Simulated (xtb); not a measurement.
xtb input file for CrO₂F, SMILES [O]=[Cr+](=[O])[F], charge +1, multiplicity 1, GFN2-xTB. 

```
$ xtb mol.xyz --gfn 2 --sp --chrg 1 --uhf 0 --json
$ cat mol.xyz
4

Cr     0.06461211    -0.27100947     0.00000000
O      0.74934350     0.28301080     1.27240587
O      0.74934350     0.28301080    -1.27240588
F     -1.50446519     0.21956160    -0.00000000
```

Log of the run:

```
[banner left out]
          |                Calculation Setup                |
           -------------------------------------------------



           -------------------------------------------------
          |                 G F N 2 - x T B                 |
           -------------------------------------------------

        Reference                      10.1021/acs.jctc.8b01176
      * Hamiltonian:
        H0-scaling (s, p, d)           1.850000    2.230000    2.230000
        zeta-weighting                 0.500000
      * Dispersion:
        s8                             2.700000
        a1                             0.520000
        a2                             5.000000
        s9                             5.000000
      * Repulsion:
        kExp                           1.500000    1.000000
        rExp                           1.000000
      * Coulomb:
        alpha                          2.000000
        third order                    shell-resolved
        anisotropic                    true
        a3                             3.000000
        a5                             4.000000
        cn-shift                       1.200000
        cn-exp                         4.000000
        max-rad                        5.000000


          ...................................................
          :                      SETUP                      :
          :.................................................:
          :  # basis functions                  22          :
          :  # atomic orbitals                  21          :
          :  # shells                            9          :
          :  # electrons                        24          :
          :  max. iterations                   250          :
          :  Hamiltonian                  GFN2-xTB          :
          :  restarted?                      false          :
          :  GBSA solvation                  false          :
          :  PC potential                    false          :
          :  electronic temp.          300.0000000     K    :
          :  accuracy                    1.0000000          :
          :  -> integral cutoff          0.2500000E+02      :
          :  -> integral neglect         0.1000000E-07      :
          :  -> SCF convergence          0.1000000E-05 Eh   :
          :  -> wf. convergence          0.1000000E-03 e    :
          :  Broyden damping             0.4000000          :
          :  net charge                          1          :
          :  unpaired electrons                  0          :
          ...................................................

 iter      E             dE          RMSdq      gap      omega  full diag
   1     -8.7924097 -0.879241E+01  0.319E+01    0.61       0.0  T
   2     -8.7536461  0.387636E-01  0.357E+01   16.27       1.0  T
   3    -11.3403947 -0.258675E+01  0.276E+01    5.42       1.0  T
   4    -12.0730119 -0.732617E+00  0.259E+01    4.23       1.0  T
   5    -11.0099705  0.106304E+01  0.247E+01    6.96       1.0  T
   6    -12.1290673 -0.111910E+01  0.213E+01    4.77       1.0  T
   7    -12.0008352  0.128232E+00  0.216E+01    4.84       1.0  T
   8     -5.9268184  0.607402E+01  0.580E+01    1.19       1.0  T
   9     -9.3027536 -0.337594E+01  0.476E+01    0.90       1.0  T
  10    -10.7137942 -0.141104E+01  0.419E+01    0.76       1.0  T
  11    -11.8225124 -0.110872E+01  0.383E+01    0.54       1.0  T
  12    -12.3813790 -0.558867E+00  0.360E+01    0.20       1.0  T
  13    -12.3267291  0.546498E-01  0.348E+01    0.17       1.0  T
  14    -13.2330543 -0.906325E+00  0.199E+01    0.03       1.0  T
  15    -14.0650514 -0.831997E+00  0.830E+00    0.58       1.0  T
  16    -14.1159049 -0.508535E-01  0.762E+00    0.66       1.0  T
  17    -14.1444577 -0.285528E-01  0.742E+00    0.70       1.0  T
  18    -14.1264370  0.180207E-01  0.993E+00    0.58       1.0  T
  19    -13.9942643  0.132173E+00  0.949E+00    0.55       1.0  T
  20    -14.2219006 -0.227636E+00  0.100E+01    0.94       1.0  T
  21    -14.1641360  0.577646E-01  0.126E+01    1.72       1.0  T
  22    -14.2542147 -0.900787E-01  0.945E+00    1.37       1.0  T
  23    -14.2695819 -0.153673E-01  0.918E+00    1.31       1.0  T
  24    -14.2537605  0.158215E-01  0.983E+00    1.38       1.0  T
  25    -14.2662908 -0.125303E-01  0.981E+00    1.35       1.0  T
  26    -14.2666251 -0.334242E-03  0.985E+00    1.34       1.0  T
  27    -14.2662255  0.399574E-03  0.989E+00    1.34       1.0  T
  28    -14.2634389  0.278662E-02  0.100E+01    1.35       1.0  T
  29    -14.2629647  0.474139E-03  0.937E+00    1.32       1.0  T
  30    -14.2934870 -0.305223E-01  0.594E+00    1.07       1.0  T
  31    -14.3063043 -0.128173E-01  0.388E+00    0.93       1.0  T
  32    -14.3170159 -0.107116E-01  0.225E+00    0.80       1.0  T
  33    -14.3193764 -0.236049E-02  0.120E+00    0.71       1.0  T
  34    -14.3198904 -0.514060E-03  0.460E-01    0.64       1.0  T
  35    -14.3200710 -0.180614E-03  0.295E-01    0.63       1.0  T
  36    -14.3201087 -0.376811E-04  0.299E-01    0.64       1.0  T
  37    -14.3201100 -0.123878E-05  0.249E-01    0.63       1.0  T
  38    -14.3201104 -0.422368E-06  0.140E-01    0.63       1.0  T
  39    -14.3201107 -0.273650E-06  0.920E-02    0.63       1.0  T
  40    -14.3201114 -0.715160E-06  0.539E-02    0.63       1.0  T
  41    -14.3201117 -0.288201E-06  0.218E-02    0.63       2.3  T
  42    -14.3201117 -0.674106E-07  0.106E-02    0.63       4.7  T
  43    -14.3201117 -0.112535E-07  0.425E-03    0.63      11.8  T
  44    -14.3201118 -0.683561E-07  0.131E-03    0.63      38.3  T
  45    -14.3201118 -0.387358E-08  0.670E-04    0.63      74.7  T
  46    -14.3201118 -0.854648E-09  0.287E-04    0.63     174.5  T

   *** convergence criteria satisfied after 46 iterations ***

         #    Occupation            Energy/Eh            Energy/eV
      -------------------------------------------------------------
         1        2.0000           -1.1778153             -32.0500
       ...           ...                  ...                  ...
         6        2.0000           -0.8639366             -23.5089
         7        2.0000           -0.8582702             -23.3547
         8        2.0000           -0.8400941             -22.8601
         9        2.0000           -0.8396433             -22.8479
        10        2.0000           -0.8244553             -22.4346
        11        2.0000           -0.8135356             -22.1374
        12        2.0000           -0.7983611             -21.7245 (HOMO)
        13        0.0000           -0.7752124             -21.0946 (LUMO)
        14                         -0.7101354             -19.3238
        15                         -0.6725485             -18.3010
        16                         -0.5948541             -16.1868
        17                         -0.5719055             -15.5623
       ...                                ...                  ...
        21                          0.4288588              11.6698
      -------------------------------------------------------------
                  HL-Gap            0.0231487 Eh            0.6299 eV
             Fermi-level           -0.7867867 Eh          -21.4096 eV

 SCC (total)                   0 d,  0 h,  0 min,  0.013 sec
 SCC setup                      ...        0 min,  0.000 sec (  1.532%)
 Dispersion                     ...        0 min,  0.000 sec (  0.316%)
 classical contributions        ...        0 min,  0.000 sec (  0.201%)
 integral evaluation            ...        0 min,  0.001 sec (  7.357%)
 iterations                     ...        0 min,  0.010 sec ( 80.707%)
 molecular gradient             ...        0 min,  0.001 sec (  8.868%)
 printout                       ...        0 min,  0.000 sec (  0.866%)

         :::::::::::::::::::::::::::::::::::::::::::::::::::::
         ::                     SUMMARY                     ::
         :::::::::::::::::::::::::::::::::::::::::::::::::::::
         :: total energy             -14.254433602559 Eh    ::
         :: gradient norm              0.000135511828 Eh/a0 ::
         :: HOMO-LUMO gap              0.629908410473 eV    ::
         ::.................................................::
         :: SCC energy               -14.320111758473 Eh    ::
         :: -> isotropic ES            0.179964508054 Eh    ::
         :: -> anisotropic ES         -0.002604202343 Eh    ::
         :: -> anisotropic XC          0.010884188068 Eh    ::
         :: -> dispersion             -0.001328739170 Eh    ::
         :: repulsion energy           0.065678155915 Eh    ::
         :: add. restraining           0.000000000000 Eh    ::
         :: total charge               1.000000000001 e     ::
         :::::::::::::::::::::::::::::::::::::::::::::::::::::

           -------------------------------------------------
          |                Property Printout                |
           -------------------------------------------------

    * Orbital Energies and Occupations

         #    Occupation            Energy/Eh            Energy/eV
      -------------------------------------------------------------
         1        2.0000           -1.1778153             -32.0500
         2        2.0000           -1.0148845             -27.6164
         3        2.0000           -0.9844566             -26.7884
         4        2.0000           -0.8729918             -23.7553
         5        2.0000           -0.8726589             -23.7463
         6        2.0000           -0.8639366             -23.5089
         7        2.0000           -0.8582702             -23.3547
         8        2.0000           -0.8400941             -22.8601
         9        2.0000           -0.8396433             -22.8479
        10        2.0000           -0.8244553             -22.4346
        11        2.0000           -0.8135356             -22.1374
        12        2.0000           -0.7983611             -21.7245 (HOMO)
        13        0.0000           -0.7752124             -21.0946 (LUMO)
        14                         -0.7101354             -19.3238
        15                         -0.6725485             -18.3010
        16                         -0.5948541             -16.1868
        17                         -0.5719055             -15.5623
        18                         -0.3177311              -8.6459
        19                          0.1624925               4.4216
        20                          0.3547219               9.6525
        21                          0.4288588              11.6698
      -------------------------------------------------------------
                  HL-Gap            0.0231487 Eh            0.6299 eV
             Fermi-level           -0.7867867 Eh          -21.4096 eV

     #   Z          covCN         q      C6AA      α(0)
     1  24 Cr       2.161     1.032   146.970    31.363
     2   8 O        0.742    -0.034    15.601     5.293
     3   8 O        0.742    -0.034    15.601     5.293
     4   9 F        0.677     0.036     9.081     3.558

 Mol. C6AA /au·bohr⁶  :        486.901571
 Mol. C8AA /au·bohr⁸  :      25199.889883
 Mol. α(0) /au        :         45.506683


Wiberg/Mayer (AO) data.
largest (>0.10) Wiberg bond orders for each atom

 ---------------------------------------------------------------------------
     #   Z sym  total        # sym  WBO       # sym  WBO       # sym  WBO
 ---------------------------------------------------------------------------
     1  24 Cr   6.291 --     2 O    2.383     3 O    2.383     4 F    1.525
     2   8 O    2.610 --     1 Cr   2.383     3 O    0.141
     3   8 O    2.610 --     1 Cr   2.383     2 O    0.141
     4   9 F    1.698 --     1 Cr   1.525
 ---------------------------------------------------------------------------
Note: The following floating-point exceptions are signalling: IEEE_DENORMAL
normal termination of xtb

Topologies differ in total number of bonds
Writing topology from bond orders to xtbtopo.mol

molecular dipole:
                 x           y           z       tot (Debye)
 q only:       -0.071      -0.550       0.000
   full:       -0.467      -2.150       0.000       5.592
molecular quadrupole (traceless):
                xx          xy          yy          xz          yz          zz
 q only:        0.234      -0.236       0.368       0.000       0.000      -0.602
  q+dip:       -0.860       0.040       2.328       0.000       0.000      -1.468
   full:       -1.243      -0.847       4.367       0.000       0.000      -3.124


           -------------------------------------------------
          | TOTAL ENERGY              -14.254433602559 Eh   |
          | GRADIENT NORM               0.000135511828 Eh/α |
          | HOMO-LUMO GAP               0.629908410473 eV   |
           -------------------------------------------------

------------------------------------------------------------------------
------------------------------------------------------------------------
 total:
 SCF:
```

Self-consistency was reached.

Cost: around 0.07 core-seconds (rough).
